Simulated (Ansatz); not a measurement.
The same molecule with X = Si, Ge, Sn. Ansatz, PBE0-D4/def2-TZVP geometries, multiplicity 1. Each molecule was computed in one conformer, which needn't be the lowest.

Elements past krypton have def2 core potentials. Scalar relativity is left out up to krypton.

```json
{"X": "Si", "molecule": "`N[Si](Cl)(Cl)Cl`", "mean X–Cl bond length / Å": "2.035", "mean X–N bond length / Å": "1.683", "LUMO energy (PBE0/def2-TZVPP) / eV": "0.23", "HOMO–LUMO gap (B3LYP/def2-TZVPP) / eV": "8.00", "HOMO energy (ωB97M-V/def2-TZVPP) / eV": "-10.68"}
{"X": "Sn", "molecule": "`[NH2][Sn]([Cl])([Cl])[Cl]`", "mean X–Cl bond length / Å": "2.300", "mean X–N bond length / Å": "1.995", "LUMO energy (PBE0/def2-TZVPP) / eV": "-2.39", "HOMO–LUMO gap (B3LYP/def2-TZVPP) / eV": "5.64", "HOMO energy (ωB97M-V/def2-TZVPP) / eV": "-10.93"}
```

(1) Give the row for X = Ge, `[NH2][Ge]([Cl])([Cl])[Cl]`. (Estimate.)

Answers

(1) The calculation gave: 
```
 X                     molecule  mean X–Cl bond length / Å  mean X–N bond length / Å  LUMO energy (PBE0/def2-TZVPP) / eV  HOMO–LUMO gap (B3LYP/def2-TZVPP) / eV  HOMO energy (ωB97M-V/def2-TZVPP) / eV
Ge  `[NH2][Ge]([Cl])([Cl])[Cl]`                      2.128                     1.803                               -1.32                                   6.65                                 -10.92
```

From Si to Sn the mean X–Cl bond length rises at each step, by 0.265 Å in all; the mean X–N bond length rises at each step, by 0.312 Å in all; the LUMO energy (PBE0/def2-TZVPP) falls at each step, by 2.62 eV in all; the HOMO–LUMO gap (B3LYP/def2-TZVPP) falls at each step, by 2.36 eV in all; the HOMO energy (ωB97M-V/def2-TZVPP) falls at each step, by 0.25 eV in all. Bonds lengthen as the atom grows down the group.

B3LYP here is the variant with VWN-RPA as its local correlation; programs differ in this.
